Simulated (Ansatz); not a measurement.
A nudged elastic band was laid between two geometries of FH3OSi + H2S (9 atoms, charge 0, multiplicity 1).

Method: Ansatz, RHF/def2-SVP.

```json
{
 "movable images": "5",
 "climbing image": "yes",
 "spring": "5.0 eV/Å²",
 "optimiser": "quadratic models (default)",
 "start path": "through a guess of the saddle point",
 "force threshold": "0.05 eV/Å",
 "iteration limit": "60",
 "end points": "relaxed"
}
```

Initial state:

```xyz
9
Properties=species:S:1:pos:R:3
Si -0.220 0.316 -0.179
H -0.222 0.771 1.218
H 1.114 0.259 -0.776
F -1.102 1.389 -0.994
O -0.913 -1.160 -0.347
H -1.826 -1.294 -0.145
S 1.941 -2.546 1.584
H 0.951 -2.816 0.732
H 1.173 -2.676 2.668
```

Final state:

```xyz
9
Properties=species:S:1:pos:R:3
Si 0.415 -0.487 -0.618
H -1.160 -0.313 3.046
H 0.608 -0.389 -2.061
F 0.538 0.973 0.030
O -1.076 -1.092 -0.376
H -1.399 -1.262 0.496
S 1.933 -1.602 0.392
H 1.648 -2.764 -0.207
H -0.611 -0.821 3.060
```

Problem. What changes between the two ends?

Solution. Bonds broken: Si1–H2, S7–H9. Bonds formed: Si1–S7, H2–H9. FH3OSi + H2S becomes FH3OSSi + H2.

Problem. Give the energies along the band, and the barrier.

Solution. The run converged. The highest image is number 3 of 0 to 6, 2.79 eV above the first end and 2.89 eV above the last; the last end lies 0.10 eV below the first. Neighbouring images differ by up to 2.7 eV, so the band resolves the path poorly. A vibrational analysis at the climbing image gives one clearly imaginary mode, 1139i cm⁻¹: a first-order saddle point. The orbitals stay closed-shell, which can raise the energy where a bond breaks towards radicals; this wasn't checked here.

```tsv
image	path coordinate (Å)	energy (eV)	Si1–H2 (Å)	S7–H9 (Å)	Si1–S7 (Å)
0	0.00	0.00	1.47	1.34	4.00
1	1.51	0.05	1.47	1.33	3.83
2	3.02	0.16	1.47	1.34	3.50
3	4.53	2.79	1.69	1.82	2.59
4	6.82	0.11	3.23	2.91	2.14
5	9.11	-0.08	4.12	3.35	2.14
6	11.41	-0.10	3.99	3.77	2.14
```

Problem. What is the geometry of the highest image?

Solution. 
```xyz
9
Properties=species:S:1:pos:R:3
Si -0.002 -0.180 -0.006
H 0.194 0.082 1.649
H 1.217 0.155 -0.718
F -0.799 1.220 0.041
O -1.199 -1.168 -0.462
H -0.992 -2.080 -0.596
S 1.380 -2.195 0.843
H 0.424 -2.913 1.445
H 0.673 -0.677 1.566
```

Time of the run: 4.4 min on 1 thread of Arm Neoverse V1, with other jobs on the host, peak memory 0.16 GiB.
